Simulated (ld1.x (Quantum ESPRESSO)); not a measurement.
# hafnium RRKJ: all-electron and pseudo phase curves

```
Element                 : Hf (Z = 72)
Generator               : ld1.x (Quantum ESPRESSO) 7.5
Type                    : norm-conserving RRKJ (Kleinman–Bylander form)
Functional              : PBE
Relativity              : scalar-relativistic
Frozen core             : [Kr] 4d10 4f14
Valence charge          : 12
Reference configuration : 5s2 5p6 5d2 6s2 6p0
Partial waves           : 5p (bound): rc 1.50 bohr; 5d (bound): rc 2.25 bohr; 5s (bound): rc 1.80 bohr
Local potential         : the s channel
Core correction         : Bessel-smoothed model core inside 1.25 bohr
```

Occupied shells without a wave of their own: 6s. They enter only through the test configuration that unscreens the potential, and ld1.x also counts them in the model core charge.

The phase is arctan(r·u′/u) with u = r·R(r), unwrapped; energies in Ry, scanned from -7 to 5 Ry. A pole is an energy at which the radial function vanishes at the test radius. The pseudo phase is shifted by a multiple of π to meet the all-electron one at the reference energy, and phase errors are pseudo minus all-electron; the curves can meet again beyond the range given. Levels narrower than the energy grid can be missing from the lists of poles.

| channel | radius (bohr) | reference energy (Ry) | poles, all-electron | poles, pseudo | unbroken range about the reference energy with phases within 0.05 rad | phase error 1 Ry above the reference energy (rad) |
| --- | --- | --- | --- | --- | --- | --- |
| s | 2.44 | -4.93 | -4.85, 3.78 | -4.85, 1.98 | below -1.6 | -0.003 |
| p | 2.44 | -2.61 | -2.36 | -2.36 | below 1.3 | +0.000 |
| d | 2.44 | -0.20 | 0.94 | 0.94 | the whole range | +0.001 |

The potential misses its own reference levels by up to 1.4 eV, so it is not fit for use. ld1.x takes every shell without a wave as core, so the model core holds the 6s electrons as well and exchange and correlation see them twice. This cancels in the reference configuration, but the file is broken for other ones, and its errors say nothing about a proper core correction.

Phases in the s channel:

```tsv
E (Ry)	all-electron	pseudo
-7.00	1.391	1.391
-6.74	1.385	1.385
-6.48	1.378	1.378
-6.22	1.370	1.369
-5.96	1.359	1.358
-5.70	1.342	1.341
-5.44	1.311	1.309
-5.18	1.207	1.205
-4.92	-1.392	-1.392
-4.66	-1.688	-1.689
-4.40	-1.735	-1.736
-4.14	-1.758	-1.761
-3.88	-1.776	-1.779
-3.62	-1.791	-1.795
-3.36	-1.806	-1.812
-3.10	-1.822	-1.829
-2.84	-1.839	-1.848
-2.58	-1.859	-1.871
-2.32	-1.881	-1.897
-2.06	-1.907	-1.931
-1.80	-1.939	-1.973
-1.54	-1.980	-2.030
-1.28	-2.032	-2.112
-1.02	-2.102	-2.236
-0.76	-2.202	-2.444
-0.50	-2.350	-2.809
-0.24	-2.581	-3.364
0.02	-2.937	-3.878
0.28	-3.393	-4.192
0.54	-3.800	-4.372
0.80	-4.077	-4.484
1.06	-4.254	-4.560
1.32	-4.370	-4.616
1.58	-4.452	-4.660
1.84	-4.511	-4.695
2.10	-4.556	-4.727
2.36	-4.592	-4.755
2.62	-4.622	-4.782
2.88	-4.647	-4.808
3.14	-4.668	-4.836
3.40	-4.688	-4.866
3.66	-4.705	-4.900
3.92	-4.721	-4.942
4.18	-4.736	-4.994
4.44	-4.750	-5.065
4.70	-4.764	-5.170
4.96	-4.777	-5.339
```
